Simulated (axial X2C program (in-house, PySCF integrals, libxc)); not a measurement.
Outer orbitals of SnTe at 2.531 Å, PBE0

Computed with an in-house all-electron X2C program for linear molecules (integrals from PySCF). Spin-free means the one-electron spin-free X2C Hamiltonian; two-component (2c) means X2C with spin–orbit coupling and atomic mean-field two-electron Coulomb and Gaunt terms, so the difference of the two also holds small scalar two-electron terms. Basis: Te dyall-cv3z [11s12p8d4f1g], Sn dyall-cv3z [11s12p9d4f1g] (cores contracted in-house); Gaussian nuclei, density fitting, unrestricted open shells. Masses: Te 129.906 u, Sn 119.902 u.

The distance is close to the 2c PBE0 minimum; the highest filled and lowest empty levels are listed.

Spin-free orbitals, state M_S = 0, Λ = 0 (closed shell) (Löwdin shares):

```
symmetry  occupied  ε (eV)              atomic character
     δ+α       yes  -29.10                     100% Sn d
     δ-α       yes  -29.10                     100% Sn d
      σα       yes  -28.96                      99% Sn d
     π-α       yes  -28.93                     100% Sn d
     π+α       yes  -28.93                     100% Sn d
      σα       yes  -16.76   69% Te s, 15% Sn s, 9% Sn p
      σα       yes  -11.86  60% Sn s, 21% Te p, 12% Te s
      σα       yes   -6.98  46% Te p, 39% Sn p, 11% Sn s
     π+α       yes   -6.67   71% Te p, 24% Sn p, 4% Sn d
     π-α       yes   -6.67   71% Te p, 24% Sn p, 4% Sn d
     π+α        no   -2.68   70% Sn p, 21% Te p, 4% Te d
     π-α        no   -2.68   70% Sn p, 21% Te p, 4% Te d
      σα        no   -0.07  48% Sn p, 18% Sn d, 16% Te p
      σα        no    1.48   69% Sn s, 10% Te d, 9% Te s
```

One partner of each degenerate Kramers or spin pair is listed.

Spinors with spin–orbit coupling (state Ω = 0):

```
  ω  occupied  ε (eV)              atomic character     λ mixture
3/2       yes  -29.64                     100% Sn d  84% δ, 16% π
1/2       yes  -29.52                     100% Sn d  58% π, 42% σ
5/2       yes  -28.66                     100% Sn d        100% δ
3/2       yes  -28.53                     100% Sn d  84% π, 16% δ
1/2       yes  -28.52                     100% Sn d  58% σ, 42% π
1/2       yes  -16.76   69% Te s, 15% Sn s, 9% Sn p        100% σ
1/2       yes  -11.85  60% Sn s, 21% Te p, 12% Te s        100% σ
1/2       yes   -7.16   61% Te p, 27% Sn p, 8% Sn s  61% σ, 39% π
1/2       yes   -6.77   58% Te p, 34% Sn p, 4% Sn s  62% π, 38% σ
3/2       yes   -6.45   70% Te p, 25% Sn p, 4% Sn d        100% π
1/2        no   -2.81   71% Sn p, 20% Te p, 4% Te d   99% π, 1% σ
3/2        no   -2.49   69% Sn p, 22% Te p, 5% Te d        100% π
1/2        no   -0.06  48% Sn p, 18% Sn d, 16% Te p        100% σ
1/2        no    1.49   69% Sn s, 10% Te d, 9% Te s        100% σ
```

One partner of each degenerate Kramers or spin pair is listed.

(1) How does the gap between the highest filled and lowest empty level change from the spin-free to the 2c table?

Mulliken charges and populations of the two-component result (they depend on the basis, above all on diffuse functions):

Te -0.28 e (s 9.94 p 22.29 d 20.04 f 0.01), Sn 0.28 e (s 9.92 p 19.70 d 20.08 f 0.02).

Occupations by symmetry block were frozen at the best pattern of an incomplete PBE0 search.

## Answers

(1) From 3.99 to 3.64 eV at PBE0, a change of -0.35 eV.
